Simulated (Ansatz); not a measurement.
`NB(F)O[SiH3]` + H₂ → `NBO[SiH3]` + H–F  (hydrogenolysis of a B–F bond)

Isolated molecules relaxed with PBE0-D4/def2-TZVP in Ansatz; ΔE leaves out vibrations. CCSD(T)/CBS adds triple-zeta CCSD(T) − MP2 to the extrapolated MP2 energy (def2 sets, frozen cores). This one scheme is used for every species. Functionals use def2-TZVPP. One conformer a species, not always the lowest.

`NB(F)O[SiH3]`:

```xyz
10

N    -0.543   -1.644   -0.013
B    -0.112   -0.748   -1.000
F    -0.077   -1.164   -2.271
O     0.279    0.534   -0.757
Si    0.433    1.528    0.536
H    -0.598   -1.412    0.962
H    -0.822   -2.582   -0.238
H     1.848    1.954    0.652
H     0.031    0.824    1.787
H    -0.439    2.711    0.343
```

H₂:

Z-matrix (Å, degrees):
```
H
H 1 0.746
```

`NBO[SiH3]`:

Z-matrix (Å, degrees):
```
Si
O 1 1.641
H 1 1.487 2 110.8
H 1 1.485 2 108.9 3 120.6
H 1 1.485 2 108.9 3 -120.6
B 2 1.370 1 132.6 3 0.2
N 6 1.395 2 119.4 1 179.9
H 6 1.202 2 120.9 1 -0.1
H 7 1.003 6 122.6 2 -180.0
H 7 1.006 6 122.7 2 0.0
```

H–F:

```xyz
2

F    -0.290    0.047    0.354
H     0.290   -0.047   -0.354
```

Q: Is it downhill or uphill in electronic energy at CCSD(T)/CBS, and by how much? (Estimate.)

A: The calculation gave: Uphill: ΔE = +109.9 kJ/mol.

Q: What do these levels give: BLYP-D4, ωB97X-V, r2SCAN, r2SCANh, RPA@PBE/def2-TZVPP, CCSD/def2-TZVPP? (Estimate.)

A: Ansatz gave: BLYP-D4 116.9, ωB97X-V 115.2, r2SCAN 122.3, r2SCANh 121.3, RPA@PBE/def2-TZVPP 108.8, CCSD/def2-TZVPP 111.5 kJ/mol.

Largest T1 diagnostic among the species: 0.012.

Leaving LDA and LC-ωPBE aside and taking each functional with its dispersion term where it has one, the values, not all of them listed here, spread over 13.2 kJ/mol, from PBE-D4 to B97M-V. LDA lies +8.3 kJ/mol from PBE without D4. In def2-TZVPP, CCSD(T) changes the Hartree–Fock value by −6.5 kJ/mol (the triples alone add +0.5 kJ/mol) and MP2 by −6.2 kJ/mol.
